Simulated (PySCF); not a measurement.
Run record: K-edge absorption job, `C[S][GaH2-][AsH3+]`.

Method: core-valence-separated TDA BHandHLYP/aug-pcX-1 H:pcseg-1 S:def2-SVPD Ga:def2-SVPD As:def2-SVPD, K edges, non-relativistic, gas phase (PySCF 2.14.0, density-fitted response routines). Geometry: PBE0-D3(BJ)/def2-SVP. A driver script takes a list of jobs; this job's settings line and coordinates (Å) are shown.

Input:
```
{"job": {"kind": "xas", "xc": "BHandHLYP", "basis": {"default": "aug-pcX-1", "H": "pcseg-1", "S": "def2-SVPD", "Ga": "def2-SVPD", "As": "def2-SVPD"}}, "charge": 0, "multiplicity": 1}
C     -1.946079     0.739332     0.542597
S     -1.490063    -0.546015    -0.666546
Ga     0.149774    -1.618633     0.431111
As     1.879222     0.216268    -0.484004
H     -2.809951     1.283456     0.135937
H     -2.229891     0.301968     1.509722
H     -1.130964     1.461023     0.703779
H      0.711899    -2.872320    -0.321390
H      0.233917    -1.351898     1.975302
H      1.317960     1.614876    -0.371932
H      1.989026     0.185428    -1.989655
H      3.326117     0.585941    -0.196893
```

Output:
```
coarse grid: 46024 points
cycle   1  E = -4601.0777249222  dE = -1.275e+00  |g| = 4.111e-01  |ddm| = 3.351e+00
cycle   2  E = -4601.0912669510  dE = -1.354e-02  |g| = 3.900e-01  |ddm| = 8.746e-01
cycle   3  E = -4601.1153673244  dE = -2.410e-02  |g| = 3.128e-02  |ddm| = 4.123e-01
cycle   4  E = -4601.1156017997  dE = -2.345e-04  |g| = 1.301e-02  |ddm| = 5.970e-02
cycle   5  E = -4601.1156400550  dE = -3.826e-05  |g| = 3.186e-03  |ddm| = 1.936e-02
cycle   6  E = -4601.1156421034  dE = -2.048e-06  |g| = 7.433e-04  |ddm| = 4.261e-03
final grid: 92296 points
cycle   7  E = -4601.1155695142  dE = -1.191e-07  |g| = 6.292e-04  |ddm| = 2.202e-03
cycle   8  E = -4601.1155695347  dE = -2.057e-08  |g| = 5.779e-04  |ddm| = 1.449e-03
cycle   9  E = -4601.1155696225  dE = -8.780e-08  |g| = 3.894e-05  |ddm| = 7.174e-04
cycle  10  E = -4601.1155696230  dE = -4.384e-10  |g| = 1.238e-05  |ddm| = 5.481e-05
converged SCF energy = -4601.1155696230

C K edge
   eV          f      from atoms
  285.348   0.04100   C0
  286.066   0.01714   C0
  286.478   0.01695   C0
  286.791   0.02043   C0
  287.075   0.01126   C0
  287.294   0.00238   C0
  287.567   0.01132   C0
  287.806   0.00746   C0
```

The program numbers atoms from 0.

Main results: lowest C 1s excitation 285.3 eV; the energies are raw, with no shift to experiment and no relativistic term.

 The BHandHLYP/aug-pcX-1 (pcseg-1 on H, def2-SVPD on S, def2-SVPD on Ga, def2-SVPD on As) calculation is non-relativistic and has no spin–orbit coupling, an omission that weighs most on arsenic and gallium.

How long does this job take on one thread, x86-64 server, no GPU, on a shared host?

About 8.6 s.

One conformer stands for the species.
Labels such as C1 count atoms from 1, the log's own numbers from 0.
